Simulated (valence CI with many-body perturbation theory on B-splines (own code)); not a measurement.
Values are calculated unless marked as measured or tabulated.
**Level structure of Ta65+**

Method: relativistic CI+MBPT: six valence electrons over a frozen Dirac-Fock core [He], a basis of 9 s, 9 p, 8 d, 6 f, 3 g, 1 h functions for each j, with the one-electron correlation potential Σ1, the two-electron term Σ2, the three-electron term Σ3, Breit, model QED; selected CI, second order for the rest, scaled by the run's own slope (own B-spline code, finite nucleus).

The last digits are not significant, and no measured levels were compared; by estimate large intervals hold to a few tenths of a per cent, small ones and those within an open d or f shell to about a per cent. Among the levels kept, up to 2300 cm⁻¹ of a level comes from second order outside the variational space, and about a tenth of that is noise between levels of different J, which matters for small intervals.

Levels 1 to 45 of 58, with energies above the lowest level, (2s^2 2p1/2^2 2p3/2^2) J=2. "Leading %" is the weight of the configuration and term that name the level; weights of strongly mixed levels are sums over their largest components and can fall short, and the name can then belong to a minority configuration. In the jj column 3d3/2^4 stands for four electrons in 3d with j = 3/2.

```tsv
No.	Configuration	Term	J	E (eV)	Leading %	Second component	g	Leading jj
1	2s²2p⁴	³P	2	0	68	32 % 2s²2p⁴ ¹D	1.306	2s^2 2p1/2^2 2p3/2^2 (100 %)
2	2s²2p⁴	¹S	0	60	65	35 % 2s²2p⁴ ³P		2s^2 2p1/2^2 2p3/2^2 (100 %)
3	2s²2p⁴	³P	1	1314	100		1.470	2s^2 2p1/2 2p3/2^3 (100 %)
4	2s²2p⁴	¹D	2	1333	68	32 % 2s²2p⁴ ³P	1.122	2s^2 2p1/2 2p3/2^3 (100 %)
5	2s2p⁵	³P°	2	1713	100		1.464	2s 2p1/2^2 2p3/2^3 (100 %)
6	2s2p⁵	¹P°	1	1795	62	38 % 2s2p⁵ ³P°	1.156	2s 2p1/2^2 2p3/2^3 (100 %)
7	2s²2p⁴	³P	0	2671	65	35 % 2s²2p⁴ ¹S		2s^2 2p3/2^4 (99 %)
8	2s2p⁵	³P°	0	3038	100			2s 2p1/2 2p3/2^4 (100 %)
9	2s2p⁵	³P°	1	3076	62	38 % 2s2p⁵ ¹P°	1.266	2s 2p1/2 2p3/2^4 (100 %)
10	2p⁶	¹S	0	3546	99			2p1/2^2 2p3/2^4 (99 %)
11	2s²2p³3s	³P°	2	8407	49	24 % 2s²2p³3s ⁵S°	1.483	2s^2 2p1/2^2 2p3/2 3s (100 %)
12	2s²2p³3s	¹P°	1	8416	32	28 % 2s²2p³3s ³D°	1.142	2s^2 2p1/2^2 2p3/2 3s (100 %)
13	2s²2p³3p	³P	1	8526	32	20 % 2s²2p³3p ⁵P	1.471	2s^2 2p1/2^2 2p3/2 3p1/2 (100 %)
14	2s²2p³3p	³D	2	8528	26	20 % 2s²2p³3p ³F	1.152	2s^2 2p1/2^2 2p3/2 3p1/2 (100 %)
15	2s²2p³3p	³D	3	8902	50	24 % 2s²2p³3p ⁵P	1.318	2s^2 2p1/2^2 2p3/2 3p3/2 (100 %)
16	2s²2p³3p	³P	1	8903	34	26 % 2s²2p³3p ¹P	1.330	2s^2 2p1/2^2 2p3/2 3p3/2 (100 %)
17	2s²2p³3p	³P	2	8931	45	17 % 2s²2p³3p ¹D	1.310	2s^2 2p1/2^2 2p3/2 3p3/2 (100 %)
18	2s²2p³3p	³P	0	8957	70	30 % 2s²2p³3p ¹S		2s^2 2p1/2^2 2p3/2 3p3/2 (100 %)
19	2s²2p³3d	³D°	2	9021	33	20 % 2s²2p³3d ³F°	1.029	2s^2 2p1/2^2 2p3/2 3d3/2 (99 %)
20	2s²2p³3d	³F°	3	9029	27	21 % 2s²2p³3d ³G°	1.069	2s^2 2p1/2^2 2p3/2 3d3/2 (99 %)
21	2s²2p³3d	³D°	1	9033	35	27 % 2s²2p³3d ³P°	1.074	2s^2 2p1/2^2 2p3/2 3d3/2 (100 %)
22	2s²2p³3d	³P°	0	9037	64	24 % 2s²2p³3d ⁵D°		2s^2 2p1/2^2 2p3/2 3d3/2 (100 %)
23	2s²2p³3d	³F°	4	9118	51	24 % 2s²2p³3d ⁵D°	1.235	2s^2 2p1/2^2 2p3/2 3d5/2 (100 %)
24	2s²2p³3d	³D°	2	9129	34	22 % 2s²2p³3d ³P°	1.220	2s^2 2p1/2^2 2p3/2 3d5/2 (99 %)
25	2s²2p³3d	³D°	3	9145	48	16 % 2s²2p³3d ¹F°	1.203	2s^2 2p1/2^2 2p3/2 3d5/2 (99 %)
26	2s²2p³3d	³D°	1	9157	32	29 % 2s²2p³3d ¹P°	1.072	2s^2 2p1/2^2 2p3/2 3d5/2 (100 %)
27	2s²2p³3s	⁵S°	2	9704	55	34 % 2s²2p³3s ³D°	1.577	2s^2 2p1/2 2p3/2^2 3s (100 %)
28	2s²2p³3s	³S°	1	9716	55	44 % 2s²2p³3s ³D°	1.297	2s^2 2p1/2 2p3/2^2 3s (100 %)
29	2s²2p³3s	³D°	3	9729	100		1.300	2s^2 2p1/2 2p3/2^2 3s (100 %)
30	2s²2p³3s	¹D°	2	9737	67	32 % 2s²2p³3s ³D°	1.020	2s^2 2p1/2 2p3/2^2 3s (100 %)
31	2s²2p³3s	³P°	0	9781	100			2s^2 2p1/2 2p3/2^2 3s (100 %)
32	2s²2p³3s	³P°	1	9784	67	33 % 2s²2p³3s ¹P°	1.300	2s^2 2p1/2 2p3/2^2 3s (100 %)
33	2s²2p³3p	⁵P	1	9821	46	22 % 2s²2p³3p ³D	1.635	2s^2 2p1/2 2p3/2^2 3p1/2 (100 %)
34	2s²2p³3p	³F	2	9829	34	21 % 2s²2p³3p ³P	1.195	2s^2 2p1/2 2p3/2^2 3p1/2 (100 %)
35	2s²2p³3p	³F	3	9845	44	33 % 2s²2p³3p ¹F	1.079	2s^2 2p1/2 2p3/2^2 3p1/2 (100 %)
36	2s²2p³3p	³P	2	9884	50	21 % 2s²2p³3p ¹D	1.297	2s^2 2p1/2 2p3/2^2 3p1/2 (99 %)
37	2s²2p³3p	³D	1	9896	74	22 % 2s²2p³3p ¹P	0.633	2s^2 2p1/2 2p3/2^2 3p1/2 (100 %)
38	2s²2p³3p	³P	0	9943	65	35 % 2s²2p³3p ¹S		2s^2 2p1/2 2p3/2^2 3p1/2 (99 %)
39	2s2p⁴3s	⁵P	3	10044	69	29 % 2s2p⁴3s ³D	1.530	2s 2p1/2^2 2p3/2^2 3s (98 %)
40	2s2p⁴3s	³P	2	10074	58	18 % 2s2p⁴3s ³D	1.371	2s 2p1/2^2 2p3/2^2 3s (98 %)
41	2s2p⁴3s	³S	1	10152	63	22 % 2s2p⁴3s ⁵P	1.972	2s 2p1/2^2 2p3/2^2 3s (97 %)
42	2s2p⁴3s	³D	1	10158	32	32 % 2s2p⁴3s ¹P	0.979	2s 2p1/2^2 2p3/2^2 3s (93 %)
43	2s2p⁴3s	³P	2	10165	52	19 % 2s2p⁴3s ¹D	1.358	2s 2p1/2^2 2p3/2^2 3s (92 %)
44	2s2p⁴3p	⁵P°	2	10172	30	18 % 2s2p⁴3p ⁵S°	1.581	2s 2p1/2^2 2p3/2^2 3p1/2 (99 %)
45	2s2p⁴3p	³D°	3	10173	40	24 % 2s2p⁴3p ⁵D°	1.313	2s 2p1/2^2 2p3/2^2 3p1/2 (99 %)
```

The ionisation energy to 2s²2p³ ²P°3/2 of the next ion comes out as 15822 eV (NIST: 15820 ± 30 eV (theoretical)). All 58 levels together are meant to be complete up to 10280 eV.
